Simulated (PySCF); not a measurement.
## Does the structure fit the spectrum?

A compound C4H7FO3Si gives the data below (simulated from a calculation) and was assigned the structure `C[C@@H](F)[Si@H](C=O)OC=O`.

13C{1H} NMR (computed): δ 239.8 (CH), 180.5 (C), 90.1 (CH), 22.0 (CH3).

1H NMR (400 MHz, computed): δ 12.28 (m, 1H), 6.74 (br s, 1H), 5.44 (m, 1H), 4.59 (m, 1H), 1.71 (m, 3H).

[PySCF 2.14.0 with density-fitted response routines: structure optimised with GFN2-xTB; PBE0/pcSseg-1 with gauge-including orbitals; one averaged value for each set of equivalent atoms; one computed conformer; no solvent; no relativistic terms]

δ = σ(ref) − σ, references computed at the same level: TMS for 1H and 13C.

(1) Compare with the shifts computed for the proposed structure, pairing carbons in order of shift.

(2) Which isomer fits?

Answers

(1) Numbering as in the mapped SMILES `[CH3:1][C@@H:2]([F:3])[Si@H:4]([CH:5]=[O:6])[O:7][CH:8]=[O:9]` (H(Xn): hydrogen on atom n).

```json
{"atom": "C5", "computed for proposal": "244.7", "given list": "239.8", "difference": "+4.9"}
{"atom": "C8", "computed for proposal": "166.7", "given list": "180.5", "difference": "-13.8"}
{"atom": "C2", "computed for proposal": "89.0", "given list": "90.1", "difference": "-1.1"}
{"atom": "C1", "computed for proposal": "17.4", "given list": "22.0", "difference": "-4.6"}
```

The rms difference is 7.7 ppm and the largest -13.8 ppm at C8 (carbonyl carbon). The carbon types in order of shift don't match either: CH, CH, CH, CH3 for the proposal against CH, C, CH, CH3 in the data. The proposal doesn't fit.

(2) `C[C@@H](F)[Si@H](C=O)C(=O)O`.

- Carbon types of the structure: 1 × C, 2 × CH, 1 × CH3, leaving 2 H on heteroatoms.
- δC 239.8, 180.5: carbonyl carbon.
- δC 90.1: sp3 CH bonded to F and Si; the inductive effect lowers its shielding.
- δH 12.28: hydrogen on a carbonyl carbon.
- δH 5.44: hydrogen on an sp3 CH bonded to F and Si; its carbon carries F, hence the downfield position.

This is the structure that produced the data.

OH/NH shifts are gas-phase values; hydrogen bonding in solution moves them, usually downfield. Splittings by 19F in the carbon and heteronuclear signals aren't shown, as no couplings were computed. Shifts are as computed. Against solution values, carbons near 30 ppm lie about +3 ppm off and those near 130 ppm about +5 ppm. Of 1309 compounds with measured shifts, 239 miss one by over three times the rms of a fit or turn the order of signals round; such compounds aren't used in these exercises. Hydrogen bonding in solution deshields acid and N–H amide carbonyl carbons by as much as 10 ppm beyond these values. Multiplicities follow the n + 1 count of equivalent neighbours, as no J values were calculated; m marks all less simple cases, F and P coupling included.
